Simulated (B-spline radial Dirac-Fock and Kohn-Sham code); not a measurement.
# Tm¹⁰⁺: eigenvalues, ΔSCF and the reference

System: the Tm¹⁰⁺ ion, configuration [Kr] 4d10 4f11 5s2.

The density-functional columns are spherical, spin-unpolarised Dirac-Kohn-Sham results without Breit or QED terms: −ε is minus the orbital energy of the initial state and ΔSCF the difference of two total energies. The reference in the last column comes from relaxed Dirac-Fock hole states (ΔSCF) with Breit and QED corrections and a finite nucleus. All numbers are from a radial finite-basis atomic code, in eV; a selection of levels is shown. The Kohn-Sham columns are given as differences from the reference. For the 1s level of heavy atoms much of the gap between ΔSCF and the reference is the Breit and QED part, -276.5 eV here; for other levels the error of the functional can be larger.

| level | LDA −ε − DF | LDA ΔSCF − DF | Dirac-Fock |
| --- | --- | --- | --- |
| 1s | -245.8 | +264.3 | 59576.0 |
| 2s | -156.3 | -59.4 | 10309.0 |
| 2p1/2 | -113.6 | +9.1 | 9804.3 |
| 2p3/2 | -123.6 | -15.2 | 8835.1 |
| 3s | -81.1 | -49.3 | 2497.8 |
| 3p1/2 | -64.6 | -31.0 | 2277.1 |
| 3p3/2 | -63.8 | -32.4 | 2069.5 |
| 3d3/2 | -43.4 | -6.8 | 1698.8 |
| 3d5/2 | -44.3 | -8.6 | 1654.5 |
| 4s | -42.4 | -25.5 | 656.9 |
| 4p1/2 | -34.6 | -17.9 | 566.8 |
| 4p3/2 | -34.7 | -18.5 | 519.8 |
| 4d3/2 | -23.1 | -7.2 | 372.0 |
| 4d5/2 | -23.2 | -7.5 | 363.4 |
| 4f | -10.7 | +3.8 | 182.6 |
| 5s | -2.7 | +7.3 | 210.8 |

Values without a named source are computed, but for edge energies of neutral atoms, which are taken from tables.
